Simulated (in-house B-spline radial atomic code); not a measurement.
Inner levels of indium as electrons are removed. A shift is the extra binding of the orbital against the neutral atom ([Kr] 4d10 5s2 5p1). The density at the nucleus is averaged over the nuclear charge. Computed with an all-electron radial atomic-structure program (B-spline basis): Dirac-Hartree-Fock, average of the configuration, finite nuclei.

```tsv
ion	configuration	shift of 1s1/2 (eV)	radius of 1s1/2 (bohr)	Σ<r²> (bohr²)	change of density at nucleus (bohr⁻³)
In28+	[Ar] 3d3	1262.18	0.029707	1.3537	124
In29+	[Ar] 3d2	1362.88	0.029707	1.2369	228.45
In30+	[Ar] 3d1	?	?	?	?
In31+	[Ne] 3s2 3p6	1571.42	0.029709	1.0197	447.95
In32+	[Ne] 3s2 3p5	1681.47	0.029704	0.89734	560.74
In33+	[Ne] 3s2 3p4	1793.38	0.0297	0.77879	675.89
In34+	[Ne] 3s2 3p3	1907.17	0.029696	0.66386	793.41
In35+	[Ne] 3s2 3p2	?	?	?	?
In36+	[Ne] 3s2 3p1	2140.32	0.029686	0.44429	1035.51
In37+	[Ne] 3s2	2259.7	0.029681	0.33941	1160.09
In38+	[Ne] 3s1	2373.74	0.029679	0.23167	-978.48
In39+	[He] 2s2 2p6	2489.28	0.029677	0.12661	-3184.86
In40+	[He] 2s2 2p5	2773.83	0.029653	0.11014	-2858.59
In41+	[He] 2s2 2p4	3062.85	0.029629	0.094291	-2527.2
In42+	[He] 2s2 2p3	3356.34	0.029604	0.079029	-2190.72
In43+	[He] 2s2 2p2	?	?	?	?
In44+	[He] 2s2 2p1	3956.66	0.029551	0.050168	-1502.77
In45+	[He] 2s2	4263.48	0.029523	0.036521	-1151.41
In46+	[He] 2s1	4534.44	0.02952	0.019225	-10566.3
In47+	1s2	4808.28	0.029505	0.0023503	-20241.3
In48+	1s1	5679.23	0.029265	0.001155	-92978.5
```

Problem. Fill in the row of In30+.

Solution. shift of 1s1/2 (eV): 1465.96; radius of 1s1/2 (bohr): 0.029708; Σ<r²> (bohr²): 1.1256; change of density at nucleus (bohr⁻³): 336.43.

Problem. Fill in the row of In35+.

Solution. shift of 1s1/2 (eV): 2022.81; radius of 1s1/2 (bohr): 0.029691; Σ<r²> (bohr²): 0.5524; change of density at nucleus (bohr⁻³): 913.28.

Problem. Fill in the row of In43+.

Solution. shift of 1s1/2 (eV): 3654.27; radius of 1s1/2 (bohr): 0.029578; Σ<r²> (bohr²): 0.06433; change of density at nucleus (bohr⁻³): -1849.22.
